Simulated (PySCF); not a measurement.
CH4BGeO, C2H7BGe (calculated)

All values are calculated (PySCF 2.14.0). Calculation on a computer-drawn molecule: the log of a Hartree-Fock and frozen-core CCSD(T) single point meant for a local Hartree-Fock minimum, with one planted fault or none, to be diagnosed. Offsets are logged minus clean, where the clean run is the same molecule without the fault. The reference is restricted for singlets and unrestricted otherwise, and also for a bond in bohr or an excited solution. Adding or removing an electron swaps singlet and doublet. The excited solution moves the top pair (singlet) or top alpha electron (doublet) to the lowest empty orbital. Highest occupied and lowest empty are orbital energies over both spins, largest force is the largest gradient component, triples share is (T) over the correlation energy, the T1 limit is 0.02 restricted and 0.045 unrestricted, electrons count all cores, a negative frequency is imaginary (commonest isotopes), and the dipole is about the centre of nuclear charge; on germanium a core potential holds 10 electrons, which the energies leave out, and 3d is frozen in MP2 and coupled-cluster steps.

Common to all runs: meant multiplicity 1; meant basis cc-pVDZ; meant basis and core potential on germanium cc-pVDZ-PP ECP10MDF; logged SCF converged yes; possible faults no fault, one electron removed, one electron added, multiplicity raised by two, geometry at a saddle point, SCF held on an excited solution, minimal basis STO-3G, one bond length entered in bohr, all coordinates scaled.

(1) CH4BGeO

Logged structure:
```xyz
8
CH4BGeO
C     -1.4119     0.9179    -2.5787
Ge    -0.0542     2.0153    -2.3402
B     -0.0344     2.6840    -0.3969
O     -0.1004     3.1221     0.7639
H     -1.6016     0.4464    -3.5355
H     -2.1083     0.6975    -1.7797
H      1.0739     2.5203    -3.1858
H      0.2352     2.8759     1.6232
```

* meant charge: 1
* logged electrons: 54
* logged basis functions: 85
* logged spin squared: 0
* logged highest occupied: -9.7093 eV
* logged lowest empty: -8.0776 eV
* logged largest force: 0.12755 hartree/bohr
* logged dipole magnitude: 2.0715 debye
* logged SCF stable within its kind: no
* logged energy HF: -432.55191 hartree
* planted fault: SCF held on an excited solution
* HF energy offset from clean run: 177.8 kcal/mol

Drawn bonds:
| atom | other atom | order |
| --- | --- | --- |
| 1 | 2 | 2 |
| 2 | 3 | 1 |
| 3 | 4 | 1 |
| 1 | 5 | 1 |
| 1 | 6 | 1 |
| 2 | 7 | 1 |
| 4 | 8 | 1 |

Notes: coupled-cluster numbers left out as unreliable.

(2) C2H7BGe

Logged structure:
```xyz
11
C2H7BGe
C     -1.5658     0.8498     0.5577
Ge     0.0641     0.2771     0.9667
B      1.2217    -0.8106    -0.3547
C      0.7388    -1.1938    -1.8013
H     -2.0116     0.6447    -0.4090
H     -2.1798     1.4210     1.2442
H      0.5939     0.6228     2.3570
H      2.3140    -1.1593     0.0034
H      1.4444    -0.7735    -2.5294
H      0.8013    -2.2819    -1.9260
H     -0.2674    -0.8689    -2.0670
```

- meant charge: 0
- logged electrons: 56
- logged basis functions: 100
- logged spin squared: 0
- logged highest occupied: -8.0415 eV
- logged lowest empty: 0.98854 eV
- logged largest force: 3.773e-05 hartree/bohr
- logged lowest frequency: 45.387 cm⁻¹
- logged T1 diagnostic: 0.014802
- logged D1 diagnostic: 0.058352
- logged triples share: 0.034877
- logged CC converged: yes
- logged dipole magnitude: 1.2974 debye
- logged SCF stable within its kind: yes
- logged energy HF: -397.80319 hartree
- logged energy CCSD(T): -398.34112 hartree
- planted fault: no fault
- HF energy offset from clean run: 0 kcal/mol
- CCSD(T) energy offset from clean run: 0 kcal/mol

Drawn bonds:
| atom | other atom | order |
| --- | --- | --- |
| 1 | 2 | 2 |
| 2 | 3 | 1 |
| 3 | 4 | 1 |
| 1 | 5 | 1 |
| 1 | 6 | 1 |
| 2 | 7 | 1 |
| 3 | 8 | 1 |
| 4 | 9 | 1 |
| 4 | 10 | 1 |
| 4 | 11 | 1 |

(3) C2H7BGe

Logged structure:
```xyz
11
C2H7BGe
C     -1.5658     0.8498     0.5577
Ge     0.0641     0.2771     0.9667
B      1.2217    -0.8106    -0.3547
C      0.7388    -1.1938    -1.8013
H     -2.0116     0.6447    -0.4090
H     -2.1798     1.4210     1.2442
H      0.5939     0.6228     2.3570
H      2.3140    -1.1593     0.0034
H      2.0723    -0.3996    -3.1773
H      0.8013    -2.2819    -1.9260
H     -0.2674    -0.8689    -2.0670
```

* meant charge: 0
* logged electrons: 56
* logged basis functions: 100
* logged spin squared: 1.255
* logged highest occupied: -7.7844 eV
* logged lowest empty: 0.66996 eV
* logged largest force: 0.035213 hartree/bohr
* logged T1 diagnostic: 0.078402
* logged D1 diagnostic: 0.29586
* logged triples share: 0.043119
* logged CC converged: yes
* logged dipole magnitude: 0.8271 debye
* logged SCF stable within its kind: yes
* logged energy HF: -397.6894 hartree
* logged energy CCSD(T): -398.213 hartree
* planted fault: one bond length entered in bohr, row 8 of the drawn bonds
* HF energy offset from clean run: 71.41 kcal/mol
* CCSD(T) energy offset from clean run: 80.4 kcal/mol

Drawn bonds:
| atom | other atom | order |
| --- | --- | --- |
| 1 | 2 | 2 |
| 2 | 3 | 1 |
| 3 | 4 | 1 |
| 1 | 5 | 1 |
| 1 | 6 | 1 |
| 2 | 7 | 1 |
| 3 | 8 | 1 |
| 4 | 9 | 1 |
| 4 | 10 | 1 |
| 4 | 11 | 1 |

Notes: T1 above single-reference limit.
